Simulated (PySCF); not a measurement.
B3LYP has the VWN-RPA correlation part, as in Gaussian. Delta-SCF ions had no search for a lower state. Excitations are Tamm–Dancoff values on a coarser integration grid. The basis has no diffuse functions, so Rydberg states are missing or too high.

Cartesian coordinates (Å):
```xyz
9

C      1.6383     0.3477    -0.4126
In    -0.4005    -0.2930    -0.4570
S     -2.2759     1.1617    -0.1663
S     -1.0449    -2.5653    -0.7996
H      1.8747     0.7327     0.5799
H      2.2985    -0.4870    -0.6441
H      1.7861     1.1435    -1.1431
H     -1.5172     2.2599    -0.0136
H     -2.3592    -2.3002    -0.7181
```
Charge 0, multiplicity 1.

Give the HOMO, S1–T1 gap (TDA), S1 excitation (TDA), vertical ionisation energy (Delta-SCF), T1 excitation (TDA), HOMO–LUMO gap, dipole moment and LUMO at the level B3LYP-D3(BJ)/def2-TZVP // PBE0-D4/def2-TZVP run with PySCF.


```json
{
  "HOMO": "-6.97 eV",
  "S1–T1 gap (TDA)": "0.29 eV",
  "S1 excitation (TDA)": "4.71 eV",
  "vertical ionisation energy (Delta-SCF)": "9.01 eV",
  "T1 excitation (TDA)": "4.42 eV",
  "HOMO–LUMO gap": "5.70 eV",
  "dipole_moment": "2.39 D",
  "LUMO": "-1.27 eV"
}
```
